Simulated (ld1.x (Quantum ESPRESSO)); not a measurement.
# Before and after: TM potential for chromium (Cr)

| Item | Value |
| --- | --- |
| Element | chromium |
| Generator | ld1.x (Quantum ESPRESSO) 7.5 |
| Type | norm-conserving Troullier–Martins (Kleinman–Bylander form) |
| Functional | PBE |
| Relativity | scalar-relativistic |
| Frozen core | [Ne] |
| Valence charge | 14 |
| Reference configuration | 3s2 3p6 3d4 4s0 4p0 (charge +2) |
| Partial waves | 3p (bound): rc 1.55 bohr; 3d (bound): rc 1.00 bohr; 3s (bound): rc 1.00 bohr |
| Local potential | the s channel |
| Core correction | none |

All-electron outer shells of the reference configuration (PBE, scalar-relativistic, ld1.x):

```json
{"shell": "2p", "level (eV)": "-582.16", "outermost node (bohr)": "–", "outermost maximum (bohr)": "0.20"}
{"shell": "3s", "level (eV)": "-95.15", "outermost node (bohr)": "0.36", "outermost maximum (bohr)": "0.78"}
{"shell": "3p", "level (eV)": "-66.46", "outermost node (bohr)": "0.33", "outermost maximum (bohr)": "0.80"}
{"shell": "3d", "level (eV)": "-22.86", "outermost node (bohr)": "–", "outermost maximum (bohr)": "0.82"}
{"shell": "4s", "level (eV)": "-18.64", "outermost node (bohr)": "1.10", "outermost maximum (bohr)": "2.36"}
{"shell": "4p", "level (eV)": "-13.45", "outermost node (bohr)": "1.20", "outermost maximum (bohr)": "2.78"}
```

Change: wave 3s (bound): rc 1.00 bohr becomes 3s (bound): rc 0.78 bohr.

Cutoffs: the cutoffs (Ry, on a coarse ladder) from which the occupation-weighted sum of valence levels, in a spherical-Bessel basis at the reference potential, stays within 10 and 1 mRy of its value at 400 Ry; they do not see the model core or the augmentation charge, which bear on the density cutoff. Errors are all-electron minus pseudo energies relative to the spin-unpolarised reference configuration.

Question: How do hardness, ghosts and transferability respond?

Answer: The potential gets neither clearly harder nor softer (180 Ry and 260 Ry → 180 Ry and 300 Ry); the d channel sets the loose cutoff, while the largest relative change is in s, which becomes harder; of the 7 tests that both files solve, the error grows in 0 and shrinks in 7 by more than 15 % and 0.3 meV (median size 27.5 → 11.8 meV); neither file shows a bound ghost. Less of the atom is replaced, so other configurations are described better.

| quantity | base | changed |
| --- | --- | --- |
| cutoff, loose | 180 Ry | 180 Ry |
| cutoff, tight | 260 Ry | 300 Ry |
| loose cutoff by channel (10 mRy a level) | p 45 Ry, d 160 Ry, s 120 Ry | p 45 Ry, d 160 Ry, s 140 Ry |
| bound ghosts | none | none |
| error for 3s2 3p6 3d5 4s1 4p0, meV [ΔE -22.95 eV] | +60 | +27 |
| error for 3s2 3p6 3d5 4s0 4p0, meV [ΔE -16.05 eV] | +0.7 | -0.3 |
| error for 3s2 3p6 3d3 4s0 4p0, meV [ΔE 30.75 eV] | +7.9 | +5.0 |
| error for 3s1 3p6 3d5 4s1 4p0, meV [ΔE 57.30 eV] | +111 | +48 |
| error for 3s2 3p6 3d4 4s1 4p1, meV [ΔE -19.45 eV] | +101 | +49 |
| error for 3s2 3p6 3d5 4s0 4p1, meV [ΔE -19.83 eV] | +8.2 | +3.9 |
| error for 3s2 3p6 3d5.5 4s0.5 4p0, meV [ΔE -22.23 eV] | +27 | +12 |
| s: phases at 1.70 bohr within 0.05 rad from the reference energy up to (Ry; the scan ends near 5) | -0.2 | 0.6 |
| p: phases at 1.70 bohr within 0.05 rad from the reference energy up to (Ry; the scan ends near 5) | 1.5 | 2.1 |
| d: phases at 1.70 bohr within 0.05 rad from the reference energy up to (Ry; the scan ends near 5) | 4.4 | 3.7 |
